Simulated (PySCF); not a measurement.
## C6H9NSi: core ionisation energies

Species: C₆H₉NSi.
Structure used (PBE0-D3(BJ)/def2-SVP), in Å, numbered top down from 1:
```xyz
17
C6H9NSi angstrom
C      4.506    0.938    0.390
C      3.595    0.308   -0.113
Si     2.215   -0.648   -0.857
N      0.867    0.433   -1.036
C     -0.321    0.425   -0.582
C     -0.929   -0.574    0.295
C     -2.197   -0.545    0.749
C     -3.253    0.468    0.475
H      5.314    1.494    0.831
H      2.013   -1.865   -0.003
H      2.606   -1.095   -2.224
H     -0.979    1.266   -0.875
H     -0.285   -1.404    0.601
H     -2.504   -1.369    1.405
H     -3.613    0.907    1.420
H     -2.922    1.286   -0.178
H     -4.128   -0.012    0.006
```

Method used: delta-SCF UKS SCAN, pcX-2 on the ionised atom, pcseg-1 elsewhere, spin-free X2C in PySCF 2.14.0. Each binding energy is the total energy of the core-ionised species, with the hole localised on one atom, minus that of the ground state; both are solved self-consistently, so orbital relaxation is included.

**Question.** Give the core binding energies atom by atom.

**Answer.** 
| atom(s) | environment | level | binding energy (eV) | 2p1/2 (eV) | above the level's lowest (eV) | count |
| --- | --- | --- | --- | --- | --- | --- |
| Si3 | SiH2 silicon | Si 1s | 1846.74 | – | 0.00 | 1 |
| N4 | C=N nitrogen | N 1s | 403.39 | – | 0.00 | 1 |
| C5 | C=N carbon | C 1s | 291.81 | – | +1.83 | 1 |
| C8 | allylic carbon | C 1s | 291.18 | – | +1.20 | 1 |
| C7 | alkene CH carbon | C 1s | 290.75 | – | +0.77 | 1 |
| C6 | alkene CH carbon | C 1s | 290.52 | – | +0.54 | 1 |
| C1 | terminal alkyne carbon | C 1s | 290.22 | – | +0.24 | 1 |
| C2 | alkyne carbon | C 1s | 289.98 | – | 0.00 | 1 |
| Si3 | SiH2 silicon | Si 2p3/2 | 106.77 | 107.40 | 0.00 | 1 |

The listed C 1s values span 1.83 eV, from C2 (bonded to C (triple bond) and Si) to C5 (bonded to N (double bond), C and H).

**Question.** Which effective nuclear charge Zeff reproduces each element's mean 1s value in the hydrogen-like formula E = 13.606 eV × Zeff²?

**Answer.** C (Z = 6): mean 290.7 eV, Zeff = 4.62, Z − Zeff = 1.38; N (Z = 7): mean 403.4 eV, Zeff = 5.45, Z − Zeff = 1.55; Si (Z = 14): mean 1846.7 eV, Zeff = 11.65, Z − Zeff = 2.35. Means run over the listed sites, weighted by atom count.

**Question.** Which photon energy gives electrons from C 1s of C7 a kinetic energy of 50 eV, and what is their de Broglie wavelength?

**Answer.** hν = 290.75 + 50 = 340.75 eV, recoil neglected; λ = 12.264 Å/√(E/eV) = 1.73 Å.

Spin contamination (⟨S²⟩ against 0.75 for a pure doublet) is marked for C 1s of C1 (0.85), C 1s of C2 (0.87), C 1s of C5 (0.89) and C 1s of C7 (0.87), which makes these values less certain. For 2p shells one spin-free hole was relaxed; a mean-field spin–orbit operator and the ground-state splitting of the three 2p orbitals were then diagonalised within the shell. The shell's mean is (2 × 2p3/2 + 2p1/2)/3, and the degeneracies 2j + 1 give areas of 2:1. 2p1/2 minus 2p3/2 (ligand field included): Si 0.62 eV. Isolated species at its PBE0-D3(BJ)/def2-SVP geometry (one conformer only).

Time: 87 s wall; peak memory 0.79 GiB. Hardware: one thread of an Arm Neoverse V2, shared host.
